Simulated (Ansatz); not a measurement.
Computed with Ansatz on PBE0-D4/def2-TZVP structures; ΔE is electronic, products minus reactants. CBS: MP2 limit from def2 TZ/QZ plus the TZ coupled-cluster correction, frozen cores. This one scheme is used for every species. DFT in def2-TZVPP. One conformer a species, not always the lowest.

Reaction (ligand exchange at the Si–N bond): `C=N[SiH2]S` + `[OH][AlH2]` → `[AlH2][O][SiH2]S` + `C=N`

`C=N[SiH2]S`:

```xyz
9

C    -0.305   -1.590   -0.791
N     0.464   -0.661   -0.432
Si    0.053    0.551    0.745
S     0.011    2.471   -0.171
H    -1.322   -1.740   -0.396
H     0.020   -2.317   -1.544
H     1.085    0.477    1.805
H    -1.312    0.377    1.317
H     1.305    2.433   -0.534
```

`[OH][AlH2]`:

Cartesian coordinates in Å:
```
O 1.028 -0.437 0.483
Al -0.285 0.239 -0.351
H 0.944 -0.881 1.325
H -1.740 0.147 0.270
H 0.053 0.931 -1.727
```

`[AlH2][O][SiH2]S`:

Cartesian coordinates in Å:
```
Al 1.085 0.011 -1.723
O -0.288 -0.135 -0.747
Si -1.119 -0.091 0.642
S -0.081 0.936 2.203
H 0.850 0.303 -3.255
H 2.503 -0.191 -1.058
H -1.407 -1.481 1.073
H -2.368 0.687 0.474
H 0.824 -0.039 2.392
```

`C=N`:

Z-matrix (Å, degrees):
```
C
N 1 1.261
H 1 1.096 2 124.9
H 1 1.092 2 118.8 3 -180.0
H 2 1.021 1 111.0 3 -0.0
```

```
         level  ΔE (kcal/mol)
   LDA (SPW92)          -16.5
MP2/def2-TZVPP          -19.0
```

**Question.** What does CCSD(T)/CBS give? (Estimate.)

**Answer.** The calculation gave: -19.6 kcal/mol. The listed levels differ from it by 3.1, 0.6 kcal/mol.

Largest T1 diagnostic among the species: 0.013.

From BLYP to BHLYP (50 % exact exchange), in def2-TZVPP and without D4, ΔE moves by −2.4 kcal/mol. At CCSD(T), def2-SVP lies −0.9 kcal/mol from the extrapolated value and def2-TZVPP −0.3 kcal/mol.
